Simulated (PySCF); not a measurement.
Te(Br)(SiH3) (BrH₃SiTe), SMILES [SiH3][Te]Br.

Coordinates come from a PBE-D3(BJ)/def2-SVP optimisation. This is a generated structure with no PubChem entry under its InChIKey; it may be hypothetical. The def2 effective core potentials stand for the cores of Te; spin–orbit coupling is left out.

Level of theory: PBE/def2-TZVPD (PySCF).

Computed frontier levels, gap, dipole moment and polarisability:
| Property | Result |
|---|---|
| highest occupied level | -5.56 eV |
| lowest empty level | -3.79 eV |
| orbital gap | 1.77 eV |
| dipole moment | 0.368 e·Å |
| quadrupole, principal values (traceless, Buckingham form, about the centre of nuclear charge) | -4.60, 1.91, 2.69 D·Å |
| mean static polarisability | 99.8 bohr³ (14.78 Å³) |
| polarisability, principal values | 78.3, 99.4, 121.7 bohr³ |
